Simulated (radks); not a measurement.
Neutral hafnium: order these configurations by energy. All-electron calculation, Dirac Kohn-Sham, BLYP, spin-unpolarised, spherical densities, finite nucleus; Fermi nuclear charge, rms radius of each element as measured or else 0.836 A^(1/3) + 0.57 fm. Program: a radial shooting solver on a logarithmic mesh with Libxc functionals. Sub-shells are occupied by j as written (lower j first in brackets). [Xe] 4f14 5d(3/2: 1, 5/2: 0) 6s2 6p(1/2: 1, 3/2: 0); [Xe] 4f14 5d(3/2: 2, 5/2: 0) 6s1 6p(1/2: 1, 3/2: 0); [Xe] 4f14 5d(3/2: 2, 5/2: 0) 6s2; [Xe] 4f14 5d(3/2: 3, 5/2: 0) 6s1.

Answer. From the lowest, in eV above it: [Xe] 4f14 5d(3/2: 2, 5/2: 0) 6s2 0.000; [Xe] 4f14 5d(3/2: 1, 5/2: 0) 6s2 6p(1/2: 1, 3/2: 0) 1.826; [Xe] 4f14 5d(3/2: 3, 5/2: 0) 6s1 2.427; [Xe] 4f14 5d(3/2: 2, 5/2: 0) 6s1 6p(1/2: 1, 3/2: 0) 3.486.
